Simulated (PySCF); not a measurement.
# Reading the logs of faulty runs: BGeH2NO

All numbers below are calculated, not measured. The program is PySCF 2.14.0, an open-source quantum chemistry code, run on an isolated molecule that a program drew, which may never have been made. The molecule is BGeH2NO (charge 0, singlet), drawn as the SMILES string `OB=[N][GeH]`.

Each row is a Hartree-Fock (HF) and frozen-core CCSD(T) single point in the cc-pVDZ basis, meant for a local HF minimum. Run 1 is clean. Each other run has one planted mistake out of seven kinds, and not every kind appears here: one electron removed, one electron added, multiplicity raised by two, geometry at a saddle point, minimal basis STO-3G, one bond length entered in bohr, all coordinates scaled. The reference is restricted for singlets and unrestricted otherwise, and also for a bond in bohr. Adding or removing an electron swaps singlet and doublet. Electrons count all cores. HOMO and LUMO are orbital energies over both spins, the gradient is its largest component, and the lowest frequency (negative if imaginary) is given only where the gradient is small. Bond lengths are over the 5 bonds as drawn. T1 is the CCSD diagnostic: over 0.02 (restricted) or 0.045 (unrestricted) a single reference is doubtful. Germanium has the cc-pVDZ-PP basis, with a core potential (ECP10MDF) in place of its 10 inner electrons, and its 3s, 3p and 3d shells are frozen in CCSD(T).

Geometry of the clean run:
```xyz
6
BGeH2NO, angstrom
O     2.0777   -1.5282   -1.0945
B     1.0919   -1.0754   -0.3384
N     0.1581   -0.6454    0.3812
Ge   -1.0046    0.0024    1.6164
H     1.8284   -1.7712   -1.9754
H    -2.3038   -0.0432    0.6867
```

```
run,electrons,basis functions,<S^2>,HOMO (eV),LUMO (eV),gradient (hartree/bohr),lowest frequency (cm^-1),mean bond (Å),longest bond (Å),T1,HF (hartree),CCSD(T) (hartree),mistake
1,54,75,0.000,-8.37,1.16,1.9e-05,87,1.3877,1.816,0.0165,-448.59450,-449.13085,no fault
2,54,75,0.943,-8.86,0.48,3.3e-02,-,1.5562,1.816,0.0516,-448.46237,-448.99147,one bond length entered in bohr
3,54,75,0.000,-8.67,0.74,7.0e-02,-,1.5001,1.963,0.0201,-448.55393,-449.11103,all coordinates scaled
4,53,75,0.784,-16.51,-6.70,6.8e-02,-,1.3877,1.816,0.0266,-448.31822,-448.83267,one electron removed
5,54,75,2.014,-6.84,0.03,3.2e-02,-,1.3877,1.816,0.0194,-448.54128,-449.06061,multiplicity raised by two
6,55,75,0.767,-0.14,7.74,5.2e-02,-,1.3877,1.816,0.0167,-448.57526,-449.12253,?
```

**Which mistake was planted in run 6, and what did it cost?**

It counts 55 electrons, one more than the clean run, at the same geometry and basis. So the mistake is: one electron added. Subtracting run 1 and multiplying by 627.51 kcal/mol a hartree, the energy moved by 12.1 kcal/mol in HF and 5.2 kcal/mol in CCSD(T).

Cautions from the logs. Run 2: T1 is over the limit, so its CCSD(T) energy is less reliable; run 3: T1 is over the limit, so its CCSD(T) energy is less reliable; run 6: the added electron raises the CCSD(T) energy, so it isn't bound in this basis.
